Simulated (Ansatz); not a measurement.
Consider the ligand exchange at a Te–Si bond: `O[SiH2][TeH]` + PH₃ → `P[TeH]` + `O[SiH3]`.

Calculated with Ansatz (gas phase, PBE0-D4/def2-TZVP geometries, no zero-point term in ΔE). CCSD(T)/CBS is the MP2 limit (def2-TZVPP, def2-QZVPP) plus CCSD(T) − MP2 in def2-TZVPP, frozen cores. This one scheme is used for every species. Functionals use def2-TZVPP. HSE06 is defined as in plane-wave codes. Elements past krypton have def2 core potentials. For Te outer-core shells are correlated without core-valence functions, which leaves a few kJ/mol of doubt a bond. Each species was taken in one conformer, which may not be the lowest.

```csv
level,ΔE (eV)
r2SCAN-D4,0.38
r2SCAN0-D4,0.38
HSE06-D4,0.38
BHLYP-D4,0.34
PBE-QIDH,0.38
r2SCAN0,0.38
HSE06,0.36
HF/def2-QZVPP,0.31
```

(1) What does CCSD(T)/CBS give? (Best estimate.)

Largest T1 diagnostic among the species: 0.013.

Results:

(1) The calculation gave: +0.36 eV. The listed levels differ from it by 0.02, 0.02, 0.02, -0.02, 0.02, 0.02, 0.00, -0.05 eV.

At CCSD(T), def2-SVP lies +0.04 eV from the extrapolated value and def2-TZVPP +0.01 eV. Leaving LDA and LC-ωPBE aside and taking each functional with its dispersion term where it has one, the values, not all of them listed here, spread over 0.07 eV, from BLYP-D4 to r2SCAN0-D4. LDA lies +0.07 eV from PBE without D4. In def2-TZVPP, CCSD(T) changes the Hartree–Fock value by +0.06 eV (the triples alone add +0.00 eV) and MP2 by +0.06 eV.
